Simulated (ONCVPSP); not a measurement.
## How hard is this Ru ONCV potential?

ONCVPSP 4.0.1 input, shortened (lines: element, Z, core and valence counts, functional; n l f; lmax; l rc ep ncon nbas qcut; lloc lpopt rc5 dvloc0; l nproj debl; icmod fcfact rcfact), PBE, scalar-relativistic:

```
  Ru 44.00    6    4        4      upf
    1    0    2.00
    2    0    2.00
    2    1    6.00
    3    0    2.00
    3    1    6.00
    3    2   10.00
    4    0    2.00
    4    1    6.00
    4    2    7.50
    5    0    0.50
    2
    0    1.80    0.00    4    7    5.40
    1    1.55    0.00    4    8    8.20
    2    1.70    0.00    4    9    9.10
    4    4    1.00    0.00
    0    2    0.60
    1    3    2.40
    2    2    3.10
    0    0.00    0.00
```

Question: For each optimised wave give the share of its norm inside rc, the residual kinetic energy above qcut (Ha) and the cutoffs (Ha) for errors of 10, 1, 0.1 and 0.01 mHa per electron.

Answer:

| wave | norm inside rc | residual KE | 10 mHa | 1 mHa | 0.1 mHa | 0.01 mHa |
| --- | --- | --- | --- | --- | --- | --- |
| 4s | 0.972 | 1.4e-04 | 5.2 | 10.6 | 18.2 | 38.9 |
| 5s | 0.063 | 1.9e-04 | 4.1 | 10.4 | 17.4 | 46.8 |
| 4p | 0.854 | 4.6e-06 | 10.9 | 18.9 | 27.0 | 31.7 |
| p projector 2 | 0.040 | 4.0e-06 | 8.9 | 12.4 | 25.2 | 31.3 |
| p projector 3 | 0.115 | 6.6e-05 | 11.5 | 24.9 | 32.6 | 48.5 |
| 4d | 0.574 | 8.5e-08 | 18.7 | 25.0 | 30.1 | 34.3 |
| d projector 2 | 0.119 | 5.6e-07 | 20.7 | 27.1 | 32.4 | 36.8 |

The occupied waves need 25 Ha and 30 Ha for 1 and 0.1 mHa.
